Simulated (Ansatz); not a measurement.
(1) Predict a relaxed structure of the cluster Li₆N₂, charge 0, singlet, at r2SCAN-D4/def2-TZVP (Ansatz).

Answers

(1) 
```xyz
8

Li    0.4439    0.1516   -1.3311
Li   -0.5687    3.0684   -0.8386
Li   -1.1455    0.4084    0.7274
Li   -1.4929   -1.8965   -0.9181
Li    1.3949    1.3591    0.9071
Li    0.9974   -1.8664    1.0052
N     0.6388   -0.1479    0.5159
N    -0.2679   -1.0768   -0.0679
```
Point group Cs (tolerance 0.1 Å). This is one stationary point.

The restricted singlet is unstable towards broken spin symmetry in Hartree–Fock (as tested in another run); at r2SCAN-D4/def2-TZVP this wasn't settled. The structure comes from a short search, and lower isomers may exist.
